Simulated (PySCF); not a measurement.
Compound: C7H5FO2.
SMILES with atom numbers: `[O:1]=[C:2]([F:3])[c:4]1[cH:5][cH:6][c:7]([OH:8])[cH:9][cH:10]1` (hydrogens: H11 on C5; H12 on C6; H13 on O8; H14 on C9; H15 on C10)

Torsions of this conformer, `[O:1]=[C:2]([F:3])[c:4]1[cH:5][cH:6][c:7]([OH:8])[cH:9][cH:10]1`: O1–C2–C4–C5 180°, H–O8–C7–C6 180°.

The closed-shell ground state was solved at several levels (PySCF, density fitting, gas phase, non-relativistic). Geometry: PBE0-D3(BJ)/def2-TZVP, one conformer, isolated molecule.

```json
{"level": "B97-2/pcSseg-2", "basis functions": "430", "total energy (Eh)": "-520.0858", "HOMO (eV)": "-7.09", "LUMO (eV)": "-1.69", "gap (eV)": "5.40", "dipole (D)": "4.52"}
{"level": "wB97X-D/pcSseg-2", "basis functions": "430", "total energy (Eh)": "-520.0922", "HOMO (eV)": "-9.03", "LUMO (eV)": "0.06", "gap (eV)": "9.09", "dipole (D)": "4.40"}
{"level": "PBE0/pcSseg-2", "basis functions": "430", "total energy (Eh)": "-519.6977", "HOMO (eV)": "-7.33", "LUMO (eV)": "-1.66", "gap (eV)": "5.67", "dipole (D)": "4.51"}
```

Q: Estimate the row for KT3/pcSseg-2, a basis of 430 functions; the other rows only guide the guess.

A: Total energy -527.8620 Eh, HOMO -6.31 eV, LUMO -2.45 eV, gap 3.86 eV, dipole 4.55 D.

Q: Over all these levels, which gives the widest orbital gap and which the narrowest?

A: wB97X-D/pcSseg-2 (range-separated hybrid) has the widest, 9.09 eV, and KT3/pcSseg-2 (GGA) the narrowest, 3.86 eV. From the narrowest to the widest the HOMO moves by -2.72 eV and the LUMO by +2.51 eV.

Q: In the pcSseg-2 basis, how does the gap go with the fixed share of exact exchange?

A: KT3 (0 %) 3.86 eV; B97-2 (21 %) 5.40 eV; PBE0 (25 %) 5.67 eV. Each rise in the share widens the gap here.

Q: How far do the dipole and the HOMO energy spread over the levels?

A: The dipole runs from 4.40 to 4.55 D (mean 4.49 D) and the HOMO from -9.03 to -6.31 eV.

The pairwise dispersion term of wB97X-D wasn't added to the energies; at a given geometry it leaves orbitals and properties as they are.
